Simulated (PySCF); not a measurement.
mercury atom (Hg), singlet (core potentials on Hg); PySCF with HF/def2-TZVP.

Input for PySCF:
```python
from pyscf import gto, scf

mol = gto.Mole()
mol.atom = '''
    Hg    0.000000    0.000000    0.000000
'''
mol.basis = 'def2-tzvp'
mol.ecp = {'Hg': 'def2-tzvp'}
mol.charge = 0
mol.spin = 0
mol.verbose = 4
mol.build()

mf = scf.RHF(mol)
mf.kernel()
mf.analyze()
```

Task: What does PySCF print? Leave out banner, timings and long lists.

Result: 
```
PySCF version 2.14.0

[INPUT] verbose = 4
[INPUT] num. atoms = 1
[INPUT] num. electrons = 20
[INPUT] charge = 0
[INPUT] spin (= nelec alpha-beta = 2S) = 0
[INPUT] symmetry False subgroup None
[INPUT] Mole.unit = angstrom
[INPUT] Symbol           X                Y                Z      unit          X                Y                Z       unit  Magmom
[INPUT]  1 Hg     0.000000000000   0.000000000000   0.000000000000 AA    0.000000000000   0.000000000000   0.000000000000 Bohr   0.0

nuclear repulsion = 0
number of shells = 15
number of NR pGTOs = 69
number of NR cGTOs = 43
basis = def2-tzvp
ecp = {'Hg': 'def2-tzvp'}

******** <class 'pyscf.scf.hf.RHF'> ********
method = RHF
initial guess = minao
damping factor = 0
level_shift factor = 0
DIIS = <class 'pyscf.scf.diis.CDIIS'>
diis_start_cycle = 1
diis_space = 8
diis_damp = 0
SCF conv_tol = 1e-09
SCF conv_tol_grad = None
SCF max_cycles = 50
direct_scf = True
direct_scf_tol = 1e-13
Set gradient conv threshold to 3.16228e-05
Initial guess from minao.
init E= -133.691617372975
  HOMO = -0.871983708923805  LUMO = -0.312376108350857  gap/eV = 15.22770
cycle= 1 E= -152.211073403893  delta_E= -18.5  |g|= 1.76  |ddm|= 9.51
  HOMO = -0.224445026211958  LUMO = 0.0706286974432023  gap/eV = 8.02936
cycle= 2 E= -152.431819287892  delta_E= -0.221  |g|= 0.95  |ddm|= 2.99
  HOMO = -0.330795621730862  LUMO = 0.0503954601454975  gap/eV = 10.37274
cycle= 3 E= -152.552832028135  delta_E= -0.121  |g|= 0.0883  |ddm|= 0.829
  HOMO = -0.326111101050761  LUMO = 0.0502221317906135  gap/eV = 10.24055
cycle= 4 E= -152.554274624298  delta_E= -0.00144  |g|= 0.00749  |ddm|= 0.193
  HOMO = -0.326909589855904  LUMO = 0.0488647922118375  gap/eV = 10.22534
cycle= 5 E= -152.554326478007  delta_E= -5.19e-05  |g|= 0.000976  |ddm|= 0.0611
  HOMO = -0.326839305908238  LUMO = 0.0487864506369234  gap/eV = 10.22130
cycle= 6 E= -152.55432687794  delta_E= -4e-07  |g|= 8.3e-05  |ddm|= 0.00585
  HOMO = -0.326821051704984  LUMO = 0.0487964617048864  gap/eV = 10.22107
cycle= 7 E= -152.554326879271  delta_E= -1.33e-09  |g|= 2.59e-06  |ddm|= 0.000197
  HOMO = -0.326821222074044  LUMO = 0.0487961850032316  gap/eV = 10.22107
cycle= 8 E= -152.554326879275  delta_E= -4.29e-12  |g|= 7.09e-08  |ddm|= 1.46e-05
  HOMO = -0.32682121531178  LUMO = 0.0487961823452489  gap/eV = 10.22107
Extra cycle  E= -152.554326879275  delta_E= 3.13e-13  |g|= 1.96e-08  |ddm|= 2.21e-07
converged SCF energy = -152.554326879275
**** SCF Summaries ****
Total Energy =                        -152.554326879274640
Nuclear Repulsion Energy =               0.000000000000000
One-electron Energy =                 -270.137741722766350
Two-electron Energy =                  117.583414843491710
Two-electron Coulomb Energy =          130.570420101515055
DFT Exchange-Correlation Energy =      -12.987005258023345
HOMO-LUMO gap [eV] =                    10.221070003473251
**** MO energy ****
MO #1   energy= -5.043567528794    occ= 2
MO #2   energy= -3.03160703555346  occ= 2
MO #3   energy= -3.03160703555345  occ= 2
MO #4   energy= -3.03160703555345  occ= 2
MO #5   energy= -0.604049212161868 occ= 2
MO #6   energy= -0.604049212161861 occ= 2
MO #7   energy= -0.604049212161861 occ= 2
MO #8   energy= -0.604049212161858 occ= 2
MO #9   energy= -0.604049212161856 occ= 2
MO #10  energy= -0.32682121531178  occ= 2
MO #11  energy= 0.0487961823452489 occ= 0
MO #12  energy= 0.0487961823452509 occ= 0
MO #13  energy= 0.0487961823452524 occ= 0
MO #14  energy= 0.249189356302401  occ= 0
MO #15  energy= 0.249189356302413  occ= 0
MO #16  energy= 0.249189356302421  occ= 0
MO #17  energy= 0.271871518757566  occ= 0
MO #18  energy= 0.4767139452691    occ= 0

WARN: Weak orthogonality for localized orbitals 1.118363710114194e-08

Dipole moment(X, Y, Z, Debye): -0.00000,  0.00000, -0.00000
```
